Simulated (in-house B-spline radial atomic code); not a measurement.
A fraction x of an electron is removed from 5s in Sb3+, starting from [Kr] 4d10 5s2 and keeping the highest spin. Method: scalar-relativistic (X2C) BP86, spin-polarised, spherical fractional occupations, Fermi nucleus of rms radius 4.6802 fm. Calculated with a B-spline radial code for spherical atoms.

```json
{"x": "0", "E(x) - E(0) (eV)": "0.0000", "5s down level (eV)": "-39.108"}
{"x": "0.01", "E(x) - E(0) (eV)": "0.3916", "5s down level (eV)": "-39.209"}
{"x": "0.21", "E(x) - E(0) (eV)": "8.4337", "5s down level (eV)": "-41.212"}
{"x": "0.26", "E(x) - E(0) (eV)": "10.5068", "5s down level (eV)": "-41.713"}
{"x": "0.43", "E(x) - E(0) (eV)": "17.7426", "5s down level (eV)": "-43.413"}
{"x": "0.5", "E(x) - E(0) (eV)": "20.8060", "5s down level (eV)": "-44.113"}
{"x": "0.53", "E(x) - E(0) (eV)": "22.1339", "5s down level (eV)": "-44.412"}
{"x": "0.75", "E(x) - E(0) (eV)": "32.1458", "5s down level (eV)": "-46.605"}
{"x": "0.87", "E(x) - E(0) (eV)": "37.8101", "5s down level (eV)": "-47.800"}
{"x": "0.93", "E(x) - E(0) (eV)": "40.6961", "5s down level (eV)": "-48.398"}
{"x": "1", "E(x) - E(0) (eV)": "44.1084", "5s down level (eV)": "-"}
```

The exact functional would give a straight line between the two integer points. Deviations E(x) - E(0) - x[E(1) - E(0)], in eV: -0.049 at x = 0.01, -0.829 at x = 0.21, -0.961 at x = 0.26, -1.224 at x = 0.43, -1.248 at x = 0.5, -1.244 at x = 0.53, -0.935 at x = 0.75, -0.564 at x = 0.87, -0.325 at x = 0.93.

The curve lies below the straight line by up to 1.248 eV (at x = 0.5): convex, the delocalisation error that favours fractional charges.

Problem. How well does Slater's transition state (minus the level at half occupation) give the ionisation energy?

Solution. It gives 44.113 eV against 44.108 eV from the two total energies; NIST lists 43.80 eV, ground level to ground level.
